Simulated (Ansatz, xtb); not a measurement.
# Relative energy of two conformers of ClF2OSi2

Structure a: `F[Si]O[Si](F)Cl`, a doublet. Structure b: `F[Si]O[Si](F)Cl`, a doublet. Both are isolated molecules in the gas phase, relaxed with B3LYP/6-31G*.

a (Å):

```tsv
atom	x (Å)	y (Å)	z (Å)
Cl	0.4616	1.2452	-0.8981
F	-2.2561	2.0890	2.0055
F	-1.3135	-0.8246	0.3643
O	-2.5606	1.3833	-0.4236
Si	-3.2555	2.3537	0.7542
Si	-1.3826	0.2861	-0.7988
```

b (Å):

```xyz
6

Cl   -1.5172   -0.9566    1.0966
F     0.6104    2.3885   -0.5533
F     0.1605   -2.4902   -0.8555
O     1.0687   -0.0976   -0.2758
Si    1.8145    1.3888   -0.1166
Si   -0.2996   -0.9717   -0.5913
```

Q: Which of the two would you expect CCSD(T)/def2-SVP electronic energies to favour?

A: Too close to call at this level: CCSD(T)/def2-SVP gives E(b) − E(a) = −0.78 kJ/mol.

How the difference moves with the method:

```json
{"level": "B3LYP/6-31G*", "geometry": "B3LYP/6-31G*", "E(b) − E(a) (kJ/mol)": "−2.22", "departure from the last row (kJ/mol)": "−1.43", "job, with rough time for the two": "optimisation, 4.1 min"}
{"level": "HF/def2-SVP", "geometry": "B3LYP/6-31G*", "E(b) − E(a) (kJ/mol)": "−0.67", "departure from the last row (kJ/mol)": "+0.11", "job, with rough time for the two": "part of the CCSD(T) run"}
{"level": "MP2/def2-SVP", "geometry": "B3LYP/6-31G*", "E(b) − E(a) (kJ/mol)": "−0.24", "departure from the last row (kJ/mol)": "+0.54", "job, with rough time for the two": "part of the CCSD(T) run"}
{"level": "CCSD(T)/def2-SVP", "geometry": "B3LYP/6-31G*", "E(b) − E(a) (kJ/mol)": "−0.78", "departure from the last row (kJ/mol)": "", "job, with rough time for the two": "single point, 45 s"}
```

The largest departure from CCSD(T)/def2-SVP is that of B3LYP/6-31G*, 1.43 kJ/mol. Levels run at GFN2-xTB geometries aren't shown.

With harmonic frequencies from B3LYP/6-31G* (ideal gas, rigid rotor, one conformer each, 298.15 K, 1 atm): on the last row, ΔE + ΔZPE = −0.80 kJ/mol. A mode under 50 cm⁻¹ makes harmonic enthalpies and free energies unreliable, so none is given.

Open shells are spin-unrestricted. The correlated steps freeze 18 core orbitals. Run with Ansatz 0.2.0; the last row on 2 threads of Intel(R) Xeon(R) Platinum 8488C (Sapphire Rapids) on a shared host.
